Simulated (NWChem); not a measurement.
System: C2H5B; SMILES BC=C

NWChem input:

```
start job
memory heap 200 mb stack 900 mb global 1100 mb
geometry units angstroms noautoz
  B      0.187413     1.350834     0.000235
  H      1.397697     1.405511    -0.004864
  H     -0.448713     2.379842     0.007070
  C     -0.498121    -0.030313    -0.001211
  C      0.230400    -1.163108     0.000248
  H     -1.591134    -0.127088    -0.001473
  H     -0.221050    -2.162482     0.001661
  H      1.325724    -1.124868     0.000535
end
basis spherical
  B library 6-31+g*
  H library 6-31+g*
  C library 6-31+g*
end
dft
  xc xtpss03 ctpss03
  iterations 150
  mulliken
end
task dft energy
```

NWChem printed, in part:

```
             Northwest Computational Chemistry Package (NWChem) 7.3.0
             --------------------------------------------------------

 C1  symmetry detected

                             Geometry "geometry" -> ""
                             -------------------------

 Output coordinates in angstroms (scale by  1.889725989 to convert to a.u.)

  No.       Tag          Charge          X              Y              Z
 ---- ---------------- ---------- -------------- -------------- --------------
    1 B                    5.0000     0.20178880     1.35171112     0.00011273
    2 H                    1.0000     1.41226544     1.40193055    -0.00510661
    3 H                    1.0000    -0.43054324     2.38305539     0.00687022
    4 C                    6.0000    -0.48882634    -0.02690242    -0.00108544
    5 C                    6.0000     0.23551868    -1.16237210     0.00045626
    6 H                    1.0000    -1.58218830    -0.11965210    -0.00123245
    7 H                    1.0000    -0.21960801    -2.16007680     0.00204442
    8 H                    1.0000     1.33097609    -1.12816553     0.00063585

 Effective nuclear repulsion energy (a.u.)      57.6863565337

                                 NWChem DFT Module
                                 -----------------

 Summary of "ao basis" -> "ao basis" (spherical)
 ------------------------------------------------------------------------------
       Tag                 Description            Shells   Functions and Types
 ---------------- ------------------------------  ------  ---------------------
 B                          6-31+g*                  8       18   4s3p1d
 H                          6-31+g*                  2        2   2s
 C                          6-31+g*                  8       18   4s3p1d

            General Information
            -------------------
          SCF calculation type: DFT
          Wavefunction type:  closed shell.
          No. of atoms     :     8
          No. of electrons :    22
           Alpha electrons :    11
            Beta electrons :    11
          Charge           :     0
          Spin multiplicity:     1
          Use of symmetry is: off; symmetry adaption is: off
          Maximum number of iterations: 150
          AO basis - number of functions:    64
                     number of shells:    34
          Convergence on energy requested:  1.00D-06
          Convergence on density requested:  1.00D-05
          Convergence on gradient requested:  5.00D-04

              XC Information
              --------------
                  TPSS metaGGA Exchange Functional  1.000
             TPSS03 metaGGA Correlation Functional  1.000

             Grid Information
             ----------------
          Grid used for XC integration:  medium
          Radial quadrature: Mura-Knowles
          Angular quadrature: Lebedev.
          Tag              B.-S. Rad. Rad. Pts. Rad. Cut. Ang. Pts.
          ---              ---------- --------- --------- ---------
          B                   0.85       49          12.0       434
          H                   0.35       45          12.0       434
          C                   0.70       49          13.0       434
          Grid pruning is: on
          Number of quadrature shells:   372
          Spatial weights used:  Erf1

      Superposition of Atomic Density Guess
      -------------------------------------

 Sum of atomic energies:        -102.34804413

      Non-variational initial energy
      ------------------------------

 Total energy =    -103.883944
 1-e energy   =    -249.224512
 2-e energy   =      87.654211
 HOMO         =      -0.362450
 LUMO         =      -0.081348

     ---------------------------------------------
      Total Density - Mulliken Population Analysis
     ---------------------------------------------

    Atom       Charge   Shell Charges
 -----------   ------   -------------------------------------------------------
    1 B    5     4.92   2.00  0.66  1.18  0.52  0.44  0.04  0.05  0.04
    2 H    1     1.01   0.50  0.51
    3 H    1     1.01   0.50  0.51
    4 C    6     6.39   2.00  0.76  2.02  0.58  1.04 -0.10  0.08  0.03
    5 C    6     6.43   2.00  0.75  1.84  0.64  1.03  0.04  0.09  0.03
    6 H    1     0.74   0.46  0.27
    7 H    1     0.75   0.47  0.28
    8 H    1     0.76   0.47  0.29

   convergence    iter        energy       DeltaE   RMS-Dens  Diis-err
 ---------------- ----- ----------------- --------- --------- ---------
 d= 0,ls=0.0,diis     1   -104.0185436131 -1.62D+02  9.89D-03  2.01D-01
 d= 0,ls=0.0,diis     2   -104.0289969127 -1.05D-02  6.70D-03  1.39D-01
 d= 0,ls=0.0,diis     3   -104.0313177749 -2.32D-03  3.78D-03  1.18D-01
 d= 0,ls=0.0,diis     4   -104.0485172149 -1.72D-02  8.97D-04  3.73D-03
 d= 0,ls=0.0,diis     5   -104.0491224284 -6.05D-04  2.02D-04  2.21D-04
  Resetting Diis
 d= 0,ls=0.0,diis     6   -104.0491571836 -3.48D-05  5.33D-05  1.08D-05
 d= 0,ls=0.0,diis     7   -104.0491588385 -1.65D-06  2.73D-05  4.43D-07
 d= 0,ls=0.0,diis     8   -104.0491587058  1.33D-07  1.61D-05  1.22D-06
 d= 0,ls=0.0,diis     9   -104.0491588916 -1.86D-07  4.46D-06  1.54D-07

         Total DFT energy =     -104.049158891551
      One electron energy =     -252.012004771083
           Coulomb energy =      107.018550828711
    Exchange-Corr. energy =      -16.742061482923
 Nuclear repulsion energy =       57.686356533744

 Numeric. integr. density =       21.999996773321

                       DFT Final Molecular Orbital Analysis
                       ------------------------------------

 Vector    9  Occ=2.000000D+00  E=-2.950583D-01
              MO Center= -1.5D-01,  5.9D-01,  1.2D-03, r^2= 3.0D+00
   Bfn.  Coefficient  Atom+Function         Bfn.  Coefficient  Atom+Function
  ----- ------------  ---------------      ----- ------------  ---------------
     4      0.362916  1 B  py                26     -0.307140  4 C  py
    22      0.218629  3 H  s                 21      0.201495  3 H  s
    44      0.195856  5 C  py                62     -0.172749  7 H  s
    25     -0.158370  4 C  px                61     -0.153824  7 H  s
    32     -0.126671  4 C  s                 30     -0.114257  4 C  py

 Vector   10  Occ=2.000000D+00  E=-2.926027D-01
              MO Center=  3.3D-01,  1.2D+00, -6.6D-04, r^2= 2.4D+00
   Bfn.  Coefficient  Atom+Function         Bfn.  Coefficient  Atom+Function
  ----- ------------  ---------------      ----- ------------  ---------------
     3      0.366363  1 B  px                20      0.278575  2 H  s
    19      0.257848  2 H  s                 25     -0.192088  4 C  px
    22     -0.177453  3 H  s                 21     -0.175895  3 H  s
    59      0.147508  6 H  s                 60      0.147446  6 H  s
     7      0.105412  1 B  px                29     -0.084148  4 C  px

 Vector   11  Occ=2.000000D+00  E=-2.701324D-01
              MO Center= -1.2D-01, -4.2D-01, -6.3D-04, r^2= 1.7D+00
   Bfn.  Coefficient  Atom+Function         Bfn.  Coefficient  Atom+Function
  ----- ------------  ---------------      ----- ------------  ---------------
    27      0.391686  4 C  pz                45      0.380803  5 C  pz
    31      0.237421  4 C  pz                49      0.235136  5 C  pz
     5      0.142645  1 B  pz                 9      0.065215  1 B  pz
    35      0.051394  4 C  pz                53      0.038659  5 C  pz

 Vector   12  Occ=0.000000D+00  E=-1.042604D-01
              MO Center=  1.3D-01,  3.0D-01, -5.2D-04, r^2= 3.4D+00
   Bfn.  Coefficient  Atom+Function         Bfn.  Coefficient  Atom+Function
  ----- ------------  ---------------      ----- ------------  ---------------
     5      0.392409  1 B  pz                45     -0.381323  5 C  pz
    49     -0.356282  5 C  pz                 9      0.325506  1 B  pz
    53     -0.241158  5 C  pz                31      0.164439  4 C  pz
    27      0.156786  4 C  pz                35      0.141771  4 C  pz
    13      0.140143  1 B  pz                37      0.029172  4 C  d -1

 Vector   13  Occ=0.000000D+00  E= 2.207905D-03
              MO Center= -4.0D-01, -7.9D-01,  4.0D-01, r^2= 1.2D+01
   Bfn.  Coefficient  Atom+Function         Bfn.  Coefficient  Atom+Function
  ----- ------------  ---------------      ----- ------------  ---------------
    10      3.038002  1 B  s                 50     -2.947922  5 C  s
    34     -1.462822  4 C  py                52     -0.951016  5 C  py
    12     -0.920546  1 B  py                32      0.653835  4 C  s
    51      0.497082  5 C  px                11     -0.435951  1 B  px
    28     -0.282619  4 C  s                 46     -0.265476  5 C  s

 Vector   14  Occ=0.000000D+00  E= 2.505369D-03
              MO Center=  3.2D-01,  3.6D-01, -4.0D-01, r^2= 7.5D+00
   Bfn.  Coefficient  Atom+Function         Bfn.  Coefficient  Atom+Function
  ----- ------------  ---------------      ----- ------------  ---------------
    35      0.884762  4 C  pz                13     -0.769213  1 B  pz
    10      0.724117  1 B  s                 50     -0.699537  5 C  s
    53     -0.656049  5 C  pz                31      0.445421  4 C  pz
    27      0.371485  4 C  pz                34     -0.347423  4 C  py
     9     -0.324798  1 B  pz                49     -0.245469  5 C  pz

     ---------------------------------------------
      Total Density - Mulliken Population Analysis
     ---------------------------------------------

    Atom       Charge   Shell Charges
 -----------   ------   -------------------------------------------------------
    1 B    5     5.00   2.00  0.59  1.39  0.47  0.40  0.07  0.04  0.04
    2 H    1     1.02   0.53  0.49
    3 H    1     1.01   0.53  0.48
    4 C    6     6.16   2.00  0.69  2.04  0.58  0.82 -0.10  0.10  0.03
    5 C    6     6.38   2.00  0.70  2.00  0.65  0.93 -0.02  0.10  0.03
    6 H    1     0.81   0.54  0.28
    7 H    1     0.81   0.54  0.27
    8 H    1     0.80   0.53  0.27

[...]
```

Level: TPSS/6-31+G* (spherical d). Geometry: optimised at PBE0/def2-SVP.
